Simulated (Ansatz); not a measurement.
A structure relaxed at PBE-D4/def2-SVP in Ansatz, charge 0, singlet:

```xyz
18

Ge   -2.6482   -0.9288   -0.0116
Ge    1.3523   -0.9475    0.6933
Ge   -0.8489    0.8228   -0.6848
Ge    2.3480    0.7393   -1.2914
O     2.9487    1.3929   -2.6714
O    -0.0463    2.4775   -0.5439
O     0.9706    0.5291    1.7471
O    -1.5352    0.2526    0.9006
O     0.6502   -0.1555   -1.0424
O    -2.2226    0.1049   -1.5525
O     0.6279   -2.4204    0.9699
O     2.9370   -0.3117    0.0516
O    -1.9443   -2.5218    0.0624
O     1.3230    2.2434   -0.0811
H    -0.9671   -2.5210    0.3542
H     0.0201    0.4370    2.0150
H    -4.1583   -0.9008    0.2506
H     1.1932    1.7082    0.8343
```

Give its formula.

Ge₄O₁₀H₄ (the lowest singlet isomer of a short search).

Summarise the bond lengths by kind (pairs closer than 1.2 times the sum of covalent radii, bridged metal pairs left out).

15 × Ge–O 1.64 to 2.19 Å; 2 × Ge–Ge 2.60 to 2.79 Å; 1 × O–O 1.46 Å; 3 × H–O 0.99 to 1.07 Å; 1 × Ge–H 1.53 Å.

The structure holds one bond between oxygen atoms, so isomers without such links may lie far lower. The structure comes from a short search, and lower isomers may exist.
